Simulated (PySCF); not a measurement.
Species: C4HF4N2 (charge -1).
SMILES: `Fc1cc(C(F)(F)F)n[n-]1`

Computed geometry: GFN2-xTB, gas phase.

Masses are those of the commonest isotopes; rigid-rotor values at the optimised geometry. 

Q: Give the principal moments of inertia and the rotational constants in MHz.

A: Ia = 152.90, Ib = 641.74, Ic = 707.22 u·Å²; 505379 MHz·u·Å²/I gives A = 3305, B = 787.5, C = 714.6 MHz.

Q: What kind of rotor is it?

A: A near-prolate asymmetric top; Ray's κ = -0.944.

Q: What does the inertial defect say?

A: Not planar: Δ = Ic − Ia − Ib = -87.42 u·Å². For a rigid frame Δ = −2 Σ m c², so Σ m c² = 43.71 u·Å² lies off the ab plane: 0.00 from hydrogen and 43.71 from heavier atoms. The atom farthest from that plane is 1.23 Å away.

Q: Give the coordinates in the principal-axis frame, origin at the centre of mass.

A: The sense of each axis is arbitrary; atoms in the order of the calculation.
```
atom  mass (u)   a (Å)   b (Å)   c (Å)
  F1    18.998   3.374  -0.609   0.003
  C2    12.000   2.100  -0.131   0.003
  C3    12.000   0.944  -0.898  -0.005
  C4    12.000  -0.035   0.103  -0.010
  C5    12.000  -1.491  -0.078  -0.007
  F6    18.998  -2.074   0.010   1.228
  F7    18.998  -1.876  -1.302  -0.458
  F8    18.998  -2.181   0.804  -0.763
  N9    14.003   0.531   1.321  -0.001
 N10    14.003   1.848   1.171   0.005
 H11     1.008   0.826  -1.964  -0.009
```

Q: List the rotational levels J(Ka,Kc) to J = 4 (K).

A: Above 0(0,0), as E/k:
J = 1: 1(0,1) 0.072, 1(1,1) 0.193, 1(1,0) 0.196
J = 2: 2(0,2) 0.216, 2(1,2) 0.334, 2(1,1) 0.344, 2(2,1) 0.707, 2(2,0) 0.707
J = 3: 3(0,3) 0.432, 3(1,3) 0.545, 3(1,2) 0.566, 3(2,2) 0.923, 3(2,1) 0.923, 3(3,1) 1.536, 3(3,0) 1.536
J = 4: 4(0,4) 0.720, 4(1,4) 0.826, 4(1,3) 0.861, 4(2,3) 1.211, 4(2,2) 1.212, 4(3,2) 1.824, 4(3,1) 1.824, 4(4,1) 2.682, 4(4,0) 2.682
The levels of one J sum to (2J + 1)J(J + 1)(A + B + C)/3.

Q: Estimate the classical rotational partition function at 25 K, 200 K and 500 K.

A: Point group C1, symmetry number σ = 1; q = (√π/σ)·√((kT/h)³/(ABC)), k/h = 20836.6 MHz/K: 15500 at 25 K, 350000 at 200 K, 1380000 at 500 K.

No GFN2-xTB frequencies stand behind this structure, so it isn't proved a minimum. Constants of a rigid frame at the computed geometry: no zero-point averaging, no centrifugal distortion.

Shape of the structure used: `[F:1][c:2]1[cH:3][c:4]([C:5]([F:6])([F:7])[F:8])[n:9][n-:10]1`: C3–C4–C5–F6 97°.
